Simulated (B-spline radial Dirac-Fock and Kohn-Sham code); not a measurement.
# Two-hole binding energies of Pb⁶²⁺

System: lead as Pb⁶²⁺, configuration [Ar] 3d2.

These are calculated numbers from a radial B-spline solver; the model is Dirac-Fock energy differences between relaxed states, corrected for Breit and QED terms. U is the two-hole binding energy less the two single-hole energies, the effective repulsion of the holes after relaxation. Each two-hole energy is an average over J within one jj subconfiguration.

```
          holes  E(a) (eV)  E(b) (eV)  E(ab) (eV)  U (eV)
           1s⁻²    92750.1    92750.1    187254.6  1754.4
   1s⁻¹ 2p1/2⁻¹    92750.1    19843.3    113193.0   599.5
   1s⁻¹ 3p1/2⁻¹    92750.1     7635.7    100626.6   240.8
   1s⁻¹ 3p3/2⁻¹    92750.1     7073.1    100034.6   211.4
           2s⁻²    20471.1    20471.1     41297.4   355.2
        2p1/2⁻²    19843.3    19843.3     40127.2   440.5
2p1/2⁻¹ 2p3/2⁻¹    19843.3    17645.8     37868.1   379.0
   2s⁻¹ 3p1/2⁻¹    20471.1     7635.7     28301.3   194.5
   2p1/2⁻¹ 3s⁻¹    19843.3     7895.9     27927.4   188.1
   2s⁻¹ 3p3/2⁻¹    20471.1     7073.1     27725.8   181.6
   2p3/2⁻¹ 3s⁻¹    17645.8     7895.9           ?       ?
2p3/2⁻¹ 3p1/2⁻¹    17645.8     7635.7     25478.6   197.1
        3p1/2⁻²     7635.7     7635.7     15427.4   156.0
        3p3/2⁻²     7073.1     7073.1     14284.8   138.6
```

Q: Give the missing two-hole energy and U.

A: E(ab) = 25725.4 eV and U = 183.7 eV.
